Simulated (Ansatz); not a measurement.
```yaml
crystal:
  periodic: [false, false, false]
  atoms:
    - {symbol: Si, position_ang: [-0.806397, 0.001481, -0.571955]}
    - {symbol: Ge, position_ang: [-0.845904, -0.017339, 1.811528]}
    - {symbol: H, position_ang: [0.073613, -1.129416, 2.350968]}
    - {symbol: H, position_ang: [-2.271426, -0.263396, 2.341012]}
    - {symbol: H, position_ang: [-0.346473, 1.332783, 2.359568]}
    - {symbol: Ge, position_ang: [1.429133, 0.017718, -1.398185]}
    - {symbol: H, position_ang: [2.154218, -1.274713, -0.977892]}
    - {symbol: H, position_ang: [2.203804, 1.217851, -0.821591]}
    - {symbol: H, position_ang: [1.452246, 0.114082, -2.935464]}
    - {symbol: H, position_ang: [-1.531228, 1.213293, -1.067489]}
    - {symbol: H, position_ang: [-1.511606, -1.212325, -1.090491]}
basis:
  gaussian: {orbitals: def2-mTZVP}
hamiltonian: {xc: {name: wB97X}}
scf: {omitted_lower_state_checks: [starts]}
output: {forces: true}
```

```sh
$ ansatz run in.yaml --threads 2 --pin off --events-out ev --progress --plain --max-ram 4352MiB
```

Shortened log:

```
Functional definition: wB97X
1153 factors; integrals over basis functions are off by at most 6.9e-4 eV
389 factors; integrals over basis functions are off by at most 4.7e-6 eV
mean field evaluation 1: about -121045.8099 eV, gradient 2.3e1 eV
mean field evaluation 2: about -121046.1853 eV, gradient 2.1e1 eV
mean field evaluation 4: about -121046.4865 eV, gradient 2.4e-1 eV
mean field evaluation 8: about -121046.4842 eV, gradient 1.7e-2 eV
mean field -121046.48417969 eV, -4448.3762453497 hartree, gradient 2.0e-5 eV, S^2 0.000000; 0 other end points of the search recorded, 0 dependent functions left out
reference -121046.48413784 eV, -4448.3762438118 hartree; 43, 43 occupied and 75, 75 virtual orbitals, 1153 factors
Total energy: -121046.48413784 eV, -4448.3762438118 hartree
Atom 0 at    -0.806397     0.001481    -0.571955 Å, force    -0.107663    -0.000904    -0.075819 eV/Å
Atom 1 at    -0.845904    -0.017339     1.811528 Å, force    -0.005605     0.001142    -0.026629 eV/Å
Atom 2 at     0.073613    -1.129416     2.350968 Å, force    -0.043078     0.049250    -0.017969 eV/Å
Atom 3 at    -2.271426    -0.263396     2.341012 Å, force     0.072148     0.016716    -0.023070 eV/Å
Atom 4 at    -0.346473     1.332783     2.359568 Å, force    -0.016301    -0.066752    -0.018710 eV/Å
Atom 5 at     1.429133     0.017718    -1.398185 Å, force    -0.027828     0.001068     0.003879 eV/Å
Atom 6 at     2.154218    -1.274713    -0.977892 Å, force    -0.024518     0.062699    -0.018341 eV/Å
Atom 7 at     2.203804     1.217851    -0.821591 Å, force    -0.029125    -0.055242    -0.027319 eV/Å
Atom 8 at     1.452246     0.114082    -2.935464 Å, force     0.002749    -0.005397     0.077077 eV/Å
Atom 9 at    -1.531228     1.213293    -1.067489 Å, force     0.089395    -0.181928     0.061897 eV/Å
Atom 10 at    -1.511606    -1.212325    -1.090491 Å, force     0.089825     0.179348     0.065004 eV/Å
Dipole moment:    -0.031150     0.000231    -0.022249 e Å
Checks for a lower state left out: starts
```

It took 7.5 s on 2 threads of Arm Neoverse V2 on a shared host.
